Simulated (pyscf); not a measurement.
Optimised with ωB97X-D3(BJ)/def2-SVP in PySCF. MP2 and CC: frozen core, UHF for open shells. ΔMP2 is the change of the MP2 total energy from the triple- to the quadruple-zeta basis.

Task: What is the homolytic dissociation enthalpy (298 K, CCSD(T)/def2-TZVPP + ΔMP2(QZVPP)) of the Ga–P bond of H₂Ga–PH–InH₂ (SMILES [GaH2][PH][InH2]), to GaH₂• + •HP–InH₂?

Result: Ga–P to GaH₂• + •HP–InH₂: 320.9 kJ/mol. The radicals are drawn with the spin at the cut bond; how far it spreads was not checked. •HP–InH₂ lies 62.4 kJ/mol over its isomer [H₂P–InH]•, and others may lie lower still (electronic energy, ωB97M-D3(BJ)). The CCSD(T) − MP2 part came from Ansatz, without density fitting, on the same reference. The frozen core leaves the outer d or s,p core shells of the metals and heavy elements correlated in the MP2 and CC values, and def2-TZVPP describes them poorly, which can shift differences by a few kcal/mol. Elements up to Kr have no core potential and no relativistic terms here. Elements past Kr carry the def2 core potentials, without spin-orbit coupling.
